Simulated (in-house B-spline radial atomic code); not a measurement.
**Er³⁺: [Ne] 3s2 (3p1/2)2 (3p3/2)2 3d10 4s2 4p6 4d10 4f12 5s2 5p6 6s1 (with a hole in an inner shell)**

All numbers are computed (Dirac-Kohn-Sham PBE0, spherical fractional occupations; Fermi nucleus of rms radius 5.2516 fm) with an all-electron radial atomic-structure program (B-spline basis), not measured.

Z_r = [3n² - l(l+1)]/(2<r>); Z_e = n√(-2ε); the last column is Slater's effective charge. Values are occupation-weighted means over j. An effective charge above Z reflects the relativistic contraction of the inner shells.

| shell | electrons | ε (eV) | <r> (bohr) | Z_r | Z_e | Slater |
| --- | --- | --- | --- | --- | --- | --- |
| 1s | 2 | -57610 | 0.02037 | 73.65 | 65.07 | 67.70 |
| 2s | 2 | -9823.5 | 0.08578 | 69.95 | 53.74 | 63.85 |
| 2p | 6 | -8751 | 0.07623 | 65.59 | 50.72 | 63.85 |
| 3s | 2 | -2282.8 | 0.2231 | 60.50 | 38.86 | 57.45 |
| 3p | 4 | -1980.7 | 0.2195 | 56.95 | 36.20 | 57.45 |
| 3d | 10 | -1521.5 | 0.2013 | 52.17 | 31.73 | 48.85 |
| 4s | 2 | -494.65 | 0.5003 | 47.98 | 24.12 | 41.95 |
| 4p | 6 | -382.03 | 0.5278 | 43.58 | 21.20 | 41.95 |
| 4d | 10 | -226.08 | 0.5662 | 37.09 | 16.31 | 30.85 |
| 5s | 2 | -93.451 | 1.2 | 31.24 | 13.10 | 14.05 |
| 5p | 6 | -64.602 | 1.378 | 26.48 | 10.90 | 14.05 |
| 4f | 12 | -53.846 | 0.681 | 26.43 | 7.96 | 20.15 |
| 6s | 1 | -26.003 | 2.886 | 18.71 | 8.29 | 5.20 |

The least bound orbital is 6s1/2 at -26 eV, and it is also the most diffuse (<r> = 2.886 bohr). The part-filled 3p shell lies below the filled 5p shell in orbital energy.

For the 1s electron the small component carries 6.48 % of the norm, the zero-frequency Breit interaction raises the level by 182.8 eV, self-energy by 112.1 eV, and vacuum polarisation lowers it by 19.39 eV.

Caution: exact exchange at fractional occupations of open shells leaves self-interaction of up to several eV.
